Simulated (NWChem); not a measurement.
Molecule: 1,1,1-trifluoroethane (C2H3F3); SMILES CC(F)(F)F

Computed with NWChem. Pople sets run with spherical d functions. Each level has its own optimisation; frequencies are unscaled.

```
level                                 r C–C (Å)  r C–H (Å)  r C–F (Å)  highest harmonic frequency (cm⁻¹)  lowest (cm⁻¹)  zero-point energy (kcal/mol)  dipole (D)
------------------------------------  ---------  ---------  ---------  ---------------------------------  -------------  ----------------------------  ----------
Hartree-Fock/STO-3G                       1.562      1.085      1.374                               3769            154                          38.1        1.56
Hartree-Fock/3-21G                        1.490      1.079      1.352                               3331              …                          35.7           …
Hartree-Fock/6-31G*                       1.499      1.082      1.325                               3327            249                          35.7        2.26
B3LYP/6-31G*                              1.506      1.092      1.352                               3172            244                          33.2        2.04
LDA (Slater exchange, VWN5)/def2-SVP      1.490      1.107      1.337                               3117            234                          32.2        2.05
PBE/def2-SVP                              1.508      1.106      1.356                               3116            233                          32.0        2.05
BLYP/def2-SVP                             1.516      1.106      1.363                               3083            233                          31.7        2.07
PBE0/def2-SVP                             1.499      1.097      1.338                               3210            236                          33.2        2.17
```

Task: Complete the blanks.

Result: 
- Hartree-Fock/3-21G, lowest (cm⁻¹): 257
- Hartree-Fock/3-21G, dipole (D): 2.73
